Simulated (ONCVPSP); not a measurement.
**selenium (Se): one change to an ONCV potential, before and after**

* Element: selenium (Se)
* Generator: ONCVPSP 4.0.1
* Type: optimised norm-conserving Vanderbilt (ONCV)
* Functional: PBEsol
* Relativity: fully relativistic
* Frozen core: [Ar] 3d10
* Valence charge: 6
* Reference configuration: 4s2 4p3.5 (charge +0.5)
* Partial waves: 4s: rc 1.50 bohr, ncon 3, nbas 7, qcut 5 1/bohr, 2 projectors, debl 1.2 Ha; 4p: rc 2.00 bohr, ncon 4, nbas 8, qcut 3.7 1/bohr, 2 projectors, debl 2.7 Ha; d scattering state at 0.45 Ha: rc 1.70 bohr, ncon 4, nbas 9, qcut 5 1/bohr, 2 projectors, debl 3 Ha
* Local potential: polynomial inside 1.10 bohr (lpopt 1, dvloc0 0 Ha)
* Core correction: Teter function, fcfact 5, rcfact 1.3

Open shells are filled in proportion to 2j + 1.

Change: scalar-relativistic.

Cutoffs: the cutoffs (Ha) at which the residual kinetic energy of the hardest occupied pseudo-wave falls to 1 and 0.1 mHa per electron; they do not see the model core or the augmentation charge, which bear on the density cutoff. Errors are all-electron minus pseudo energies relative to the spin-unpolarised reference configuration.

Question: How do hardness, ghosts and transferability respond?

Answer: The potential gets neither clearly harder nor softer (11 Ha and 41 Ha → 11 Ha and 41 Ha); of the 4 tests that both files solve, the error grows in 2 and shrinks in 0 by more than 15 % and 0.3 meV (median size 7.4 → 7.6 meV); neither file shows a bound ghost.

```csv
quantity,base,changed
"cutoff, loose",11 Ha,11 Ha
"cutoff, tight",41 Ha,41 Ha
loose cutoff by channel,"s 11 Ha, p 5.0 Ha","s 11 Ha, p 4.6 Ha"
bound ghosts,none,none
GHOST(+) flags under 300 eV,s at 80.6 eV,s at 80.7 eV
"error for 4s2 4p4, meV [ΔE -4.31 eV]",-0.4,+0.3
"error for 4s2 4p3, meV [ΔE 6.54 eV]",-1.0,-2.0
"error for 4s2 4p2, meV [ΔE 26.91 → 26.91 eV]",-17,-21
"error for 4s0 4p6, meV [ΔE 17.65 → 17.67 eV]",+14,+13
s: phases at 1.52 bohr within 0.05 rad from the reference energy up to (Ha; the scan ends near 5),2.8,2.8
"rms error of d²Exc/dni dnj with the model core, mHa",5.24,0.27
```

Base: The cutoffs count occupied waves only; projector 2 of the d channel, the hardest unoccupied one, needs 135 Ha at the loose tolerance. Changed file: The cutoffs count occupied waves only; projector 2 of the d channel, the hardest unoccupied one, needs 130 Ha at the loose tolerance.
